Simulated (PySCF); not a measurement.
TeBr4, SMILES Br[Te](Br)(Br)Br. Geometry optimised at PBE0-D3(BJ)/def2-SVP. The def2 effective core potentials stand for the cores of Te; spin–orbit coupling is left out.

Computed equilibrium geometry at PBE0-D3(BJ)/def2-SVP (PySCF confirms it by a frequency run) as Cartesian coordinates in Å, and its point group:
point group C2v.
```xyz
5

Te     0.0000     0.0000    -0.5518
Br     1.9243     0.0000     1.0427
Br     0.0000    -2.6274    -0.6328
Br    -1.9243     0.0000     1.0427
Br     0.0000     2.6274    -0.6328
```
